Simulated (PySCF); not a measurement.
**Cr (chromium, neutral) across methods**

[Ar] 3d6, high-spin 5D determinant (an excited configuration). All numbers are calculated (PySCF 2.14, no relativity, point nucleus, in aug-cc-pVTZ with one added diffuse shell each of s, p, d, f, g type (9s8p6d4f3g, 118 functions)).

```json
{"method": "UHF", "E (hartree)": "-1043.10106", "mean ε 3p β (eV)": "-52.349", "mean ε 3d α (eV)": "-8.237", "mean ε 3d β (eV)": "-6.273", "Σ⟨r²⟩ (bohr²)": "52.97", "⟨S²⟩": "6.354"}
{"method": "wB97X", "E (hartree)": "-1044.279", "mean ε 3p β (eV)": "-45.395", "mean ε 3d α (eV)": "-5.854", "mean ε 3d β (eV)": "-2.483", "Σ⟨r²⟩ (bohr²)": "39.92", "⟨S²⟩": "6.122"}
{"method": "PBE0", "E (hartree)": "-1044.087", "mean ε 3p β (eV)": "-44.249", "mean ε 3d α (eV)": "-5.130", "mean ε 3d β (eV)": "-1.025", "Σ⟨r²⟩ (bohr²)": "57.49", "⟨S²⟩": "6.352"}
{"method": "r2SCAN", "E (hartree)": "-1044.270", "mean ε 3p β (eV)": "-42.170", "mean ε 3d α (eV)": "-3.542", "mean ε 3d β (eV)": "-0.614", "Σ⟨r²⟩ (bohr²)": "57.37", "⟨S²⟩": "6.320"}
{"method": "TPSS", "E (hartree)": "-1044.339", "mean ε 3p β (eV)": "-41.393", "mean ε 3d α (eV)": "-2.866", "mean ε 3d β (eV)": "-0.560", "Σ⟨r²⟩ (bohr²)": "53.31", "⟨S²⟩": "6.203"}
{"method": "PBE", "E (hartree)": "-1044.076", "mean ε 3p β (eV)": "-41.140", "mean ε 3d α (eV)": "-2.934", "mean ε 3d β (eV)": "-0.602", "Σ⟨r²⟩ (bohr²)": "52.18", "⟨S²⟩": "6.188"}
```

Estimate the same row for LDA.

E (hartree) = -1042.057; mean ε 3p β (eV) = -41.067; mean ε 3d α (eV) = -2.943; mean ε 3d β (eV) = -0.521; Σ⟨r²⟩ (bohr²) = 49.11; ⟨S²⟩ = 6.151.

⟨L²⟩ = 11.55 against 6 for a pure D term, so this real determinant mixes terms. ⟨S²⟩ = 6.35 against 6.00 shows spin contamination.
